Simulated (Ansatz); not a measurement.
CH₉NO₂Si₂, SMILES `CO[SiH](N)O[SiH3]`. The species carries charge 0 and has multiplicity 1. All single points use the PBE0-D4/def2-TZVP geometry. It is one conformer, not always the lowest.

```xyz
15

C     0.590    1.743    1.111
O     1.068    1.109   -0.055
Si    0.155    0.191   -1.048
N    -1.263    1.010   -1.512
O    -0.389   -1.172   -0.327
Si    0.074   -2.416    0.625
H     1.268    2.562    1.360
H     0.568    1.043    1.952
H    -0.417    2.147    0.965
H     1.091   -0.161   -2.136
H    -1.237    1.844   -2.073
H    -2.126    0.506   -1.621
H    -1.042   -3.391    0.688
H     0.378   -1.930    1.998
H     1.282   -3.083    0.072
```

Q: What is the dipole moment at r2SCAN/def2-TZVPP? (Best estimate.)

A: Ansatz gave: 1.66 D, with components (-1.39, 0.90, -0.11) D in this frame, pointing from negative to positive charge.

Q: And with PBE, B3LYP, ωB97M-V? (Best estimate.)

A: Computed: PBE 1.64 D, B3LYP 1.60 D, ωB97M-V 1.63 D.

Q: Give the Mulliken charges with r2SCAN, B3LYP, ωB97M-V in def2-TZVPP. (Estimate.)

A: Ansatz gave: 
```json
{"atom": "C1", "r2SCAN": "0.01", "B3LYP": "-0.11", "ωB97M-V": "-0.16"}
{"atom": "O2", "r2SCAN": "-0.38", "B3LYP": "-0.38", "ωB97M-V": "-0.37"}
{"atom": "Si3", "r2SCAN": "0.66", "B3LYP": "0.64", "ωB97M-V": "0.59"}
{"atom": "N4", "r2SCAN": "-0.45", "B3LYP": "-0.40", "ωB97M-V": "-0.36"}
{"atom": "O5", "r2SCAN": "-0.42", "B3LYP": "-0.40", "ωB97M-V": "-0.40"}
{"atom": "Si6", "r2SCAN": "0.43", "B3LYP": "0.40", "ωB97M-V": "0.30"}
{"atom": "H7", "r2SCAN": "0.06", "B3LYP": "0.11", "ωB97M-V": "0.12"}
{"atom": "H8", "r2SCAN": "0.06", "B3LYP": "0.10", "ωB97M-V": "0.11"}
{"atom": "H9", "r2SCAN": "0.06", "B3LYP": "0.09", "ωB97M-V": "0.11"}
{"atom": "H10", "r2SCAN": "-0.11", "B3LYP": "-0.12", "ωB97M-V": "-0.06"}
{"atom": "H11", "r2SCAN": "0.15", "B3LYP": "0.13", "ωB97M-V": "0.11"}
{"atom": "H12", "r2SCAN": "0.17", "B3LYP": "0.15", "ωB97M-V": "0.12"}
{"atom": "H13", "r2SCAN": "-0.08", "B3LYP": "-0.07", "ωB97M-V": "-0.03"}
{"atom": "H14", "r2SCAN": "-0.09", "B3LYP": "-0.08", "ωB97M-V": "-0.04"}
{"atom": "H15", "r2SCAN": "-0.08", "B3LYP": "-0.07", "ωB97M-V": "-0.03"}
```

B3LYP here is the variant with VWN-RPA as its local correlation; programs differ in this.
